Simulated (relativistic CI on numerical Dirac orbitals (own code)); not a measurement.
**Co⁴⁺ in a cubic cluster: 3s photoemission with charge transfer**

Computed with a charge-transfer multiplet model of a cubic metal-ligand cluster with up to 3 ligand holes, Slater and spin-orbit integrals from Dirac-Coulomb-Breit ions, Slater integrals scaled by 0.9. The parameters are those of a tetrahedral site (10Dq negative, t2 hopping the larger). The ground state mixes d5 with configurations of k ligand holes L, whose averages lie at kΔ + k(k − 1)U_dd/2; a core hole lowers each added d electron by U_cd. 300 K, Lorentzian 1.4 eV and Gaussian 0.8 eV FWHM.

Atomic integrals in eV (Slater integrals scaled, ζ unscaled), ground: F2dd 12.224, F4dd 7.677, zeta_d 0.080; with the core hole: F2dd 13.052, F4dd 8.234, zeta_d 0.090, G2cd 12.608.

Cluster parameters (eV): U_dd = 6.8, U_cd = 7.6, 10Dq = -0.1, 10Dq(ligand) = 0, V(eg) = 0.9, V(t2g) = -1.53, final-state hopping factor = 1.

| Case | n_d | d5 | d6L | d7L2 | d8L3 | S |
| --- | --- | --- | --- | --- | --- | --- |
| Δ = -1.7 eV | 5.55 | 0.50 | 0.45 | 0.05 | 0.00 | 2.50 |
| Δ = -0.7 eV | 5.43 | 0.60 | 0.37 | 0.03 | 0.00 | 2.50 |
| Δ = 0.3 eV | 5.33 | 0.69 | 0.30 | 0.02 | 0.00 | 2.50 |

Weights, n_d and S are thermal averages at 300 K. Binding energies count from the first peak over 30 % of the highest in each spectrum, which can be another peak from case to case. The parameters are a model scan and need not match a compound or its usual spin state. Peaks in eV (height, largest 100):
- Δ = -1.7 eV: 0.0 (100), 5.5 (38), 11.0 (49), 17.6 (31), 21.2 (7), 25.2 (20)
- Δ = -0.7 eV: 0.0 (100), 5.7 (42), 11.6 (43), 17.3 (27), 23.9 (23)
- Δ = 0.3 eV: 0.0 (100), 5.7 (47), 9.7 (13), 12.0 (43), 17.6 (26), 22.7 (28)

For the case Δ = -1.7 eV, Δ = -1.7 eV is smaller than U_dd = 6.8 eV, the charge-transfer side of the Zaanen-Sawatzky-Allen scheme (negative Δ: between configuration averages a ligand hole costs less than the nominal valence; multiplet and field energies can change this for the lowest states). With the core hole the configuration with one ligand hole lies at Δ − U_cd = -9.3, -8.3, -7.3 eV from the one without, in the order of the table; where this is negative the screened configuration lies lower.

Without intra-shell correlation the exchange splitting of the 3s hole comes out too large.
